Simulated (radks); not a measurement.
Values are calculated unless marked as measured or tabulated.
Problem. The mean radii <r> (bohr) of the occupied orbitals of an atom or ion are listed with their occupations. Level of theory: scalar-relativistic Kohn-Sham, exchange-only LDA, spin-polarised, spherical densities, point nucleus (a radial shooting solver on a logarithmic mesh with Libxc functionals).

| orbital | occ. | <r> |
|---|---|---|
| 1s up | 1 | 0.01659 |
| 1s down | 1 | 0.01659 |
| 2s up | 1 | 0.06994 |
| 2s down | 1 | 0.06994 |
| 2p up | 3 | 0.06329 |
| 2p down | 3 | 0.06328 |
| 3s up | 1 | 0.1794 |
| 3s down | 1 | 0.1793 |
| 3p up | 3 | 0.1804 |
| 3p down | 3 | 0.1802 |
| 3d up | 5 | 0.1629 |
| 3d down | 5 | 0.1629 |
| 4s up | 1 | 0.3674 |
| 4s down | 1 | 0.3676 |
| 4p up | 3 | 0.3811 |
| 4p down | 3 | 0.3814 |
| 4d up | 5 | 0.3808 |

Name the element and its charge. Open shells, if any, are filled with parallel spins first.

Solution. Z = 80, mercury, charge +39: Hg39+ in [Kr] 4d5. The 1s radius gives Z: for a bare nucleus <r> = (2 gamma + 1)/(2Z) with gamma = sqrt(1 - (Z/c)^2), 0.0164 bohr for Z = 80, and screening makes it slightly larger (0.01659 here). The occupations add up to 41, and the charge is Z minus that.
